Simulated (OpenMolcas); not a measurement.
## Cd: CASPT2 settings compared

```json
{
  "Program": "OpenMolcas",
  "Basis": "ANO-RCC-VDZP [6s5p3d1f]",
  "Scalar Hamiltonian": "X2C, point nucleus",
  "Active space": "2 electrons in 8 orbitals (5s 5p 6s 6p)",
  "State averaging": "2S+1 = 3 even, 3 roots (0 in the spin-orbit step); 2S+1 = 1 even, 1 root kept (CI in the orbitals of an earlier block); 2S+1 = 3 odd, 3 roots; 2S+1 = 1 odd, 3 roots kept (CI in the orbitals of an earlier block)",
  "Spin-orbit coupling": "RASSI with atomic mean-field integrals over the reference wave functions, term energies averaged over their components"
}
```

Methods on the same reference wave functions:
A. CASSCF
B. SS-CASPT2, IPEA 0.75 Eh, no level shift (closed shells correlated: 4d)
C. SS-CASPT2, IPEA 0.6 Eh, sigma2 regulariser 0.25 Eh (closed shells correlated: none)
D. SS-CASPT2, IPEA 0.1 Eh, real shift 0.2 Eh (closed shells correlated: 4d)

Energies in cm⁻¹ above 5s² ¹S₀, the measured ground level; measured values from NIST Handbook of Basic Atomic Spectroscopic Data.

| Level | A | B | C | D | Measured |
| --- | --- | --- | --- | --- | --- |
| 5s² ¹S₀ | 0.0 | 0.0 | 0.0 | 0.0 | 0.0 |
| 5s 5p ³P°₀ | 25413 | 28496 | 25319 | 28514 | 30114 |
| 5s 5p ³P°₁ | 25868 | 28949 | 25774 | 28967 | 30656 |
| 5s 5p ³P°₂ | 26807 | 29890 | 26713 | 29908 | 31827 |
| 5s 5p ¹P°₁ | 48211 | 47285 | 47349 | 46923 | 43692 |

Deviations, from unrounded energies. A percentage is the sum of absolute deviations over the sum of measured energies, with the sign that they share, or ± where signs differ.

```
           Against measurement  Levels      A     B      C     D
mean absolute deviation (cm-1)       4   4800  2200   4600  2100
      other configurations (%)       4  ±14.0  ±6.5  ±13.5  ±6.2
```

B, D lie about equally close to measurement and A furthest from it. The largest miss of D in the table is 5s 5p ¹P°₁, by +3200 cm-1. The ranking rests on the paired levels alone, and a cruder setting can come out closer through cancelling errors.

Among B to D the level of the table that moves most is 5s 5p ³P°₀, by 3200 cm-1 (lowest in C, highest in D).

The lowest spin-free term lies below A's lowest term by 0.283 hartree in B, 0.000 hartree in C, 0.286 hartree in D.

Some high roots are left out of the spin-orbit mixing, which shifts the levels that they would mix with. Terms from blocks run as CI alone lack orbitals of their own. Active for correlation alone: 6p 6s; no level in the range computed is led by a configuration that fills them, so any true level of that kind is missing. Without dynamic correlation excited terms often stand tens of per cent too high (terms of higher spin than the ground term too low), and those without a measured partner can miss by more than the paired ones (holds for A). Measured partners are found by configuration, term and J. A level has none where our copy of the source lacks it or the pairing is in doubt (some pairs that miss far off the trend of their configuration count as doubtful), and it then counts in no deviation. Levels of configurations outside the active space are missing.

° marks odd parity.
